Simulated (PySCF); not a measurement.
H2MgSe.

```xyz
4

Mg    -0.0017    -1.7441     0.0000
H      0.0060    -3.4484     0.0000
Se    -0.0420     0.6970     0.0000
H      1.4424     0.6804     0.0000
```

The structure is a stationary point at PBE-D3(BJ)/def2-TZVP.

Method: PBE0/pcSseg-2 (PySCF). Non-relativistic, no solvent.

Computed absolute GIAO shielding of each atom: isotropic value and principal components (ppm):
| atom | σ(iso) | σ11 | σ22 | σ33 | span |
|---|---|---|---|---|---|
| Mg1 | 443.2 | 312.2 | 318.3 | 699.0 | 386.8 |
| H2 | 26.4 | 23.3 | 23.6 | 32.2 | 8.9 |
| Se3 | 2340.0 | 2239.7 | 2262.8 | 2517.7 | 278.0 |
| H4 | 32.1 | 23.6 | 25.9 | 46.8 | 23.2 |
